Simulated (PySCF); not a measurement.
## Exact mass, isotope pattern and composition

Species: [TaCl6]-, `[Cl][Ta-]([Cl])([Cl])([Cl])([Cl])[Cl]`.

Calculated from isotope tables alone.

Problem. What are the average molar mass and the monoisotopic mass?

Solution. For [TaCl6]-, with standard atomic weights, 1 × 180.948 + 6 × 35.450 = 393.648 g/mol. From the most abundant isotopes (181Ta, 35Cl), 1 × 180.947996 + 6 × 34.968853 = 390.7611 u for neutral atoms; the ion's mass is 390.7617 u once 1 electron mass (0.000549 u) is added.

Problem. What cluster does the ion itself show when like nominal masses merge?

Solution. 
```csv
nominal mass,m/z (centroid),relative intensity
391,390.7617,52.1
393,392.7587,100.0
395,394.7558,79.9
397,396.7528,34.1
399,398.7499,8.2
401,400.7469,1.0
```

Cut off at 0.1 %. Abundances used (%; other tables differ somewhat): 180Ta 0.012, 181Ta 99.988; 35Cl 75.78, 37Cl 24.22.

Problem. List the species in which a single atom is changed from its most abundant isotope.

Solution. Intensity in % of the monoisotopic species:

```json
{"isotope": "37Cl", "mass shift (u)": "+1.99705", "m/z": "392.7587", "intensity (%)": "191.77"}
```

Species under 0.02 % are left out.

Problem. Give the mass fraction of each element.

Solution. Ta 45.97 %, Cl 54.03 %.

Problem. What share of all these ions is the monoisotopic species?

Solution. 0.99988 × 0.7578^6 = 18.94 %.
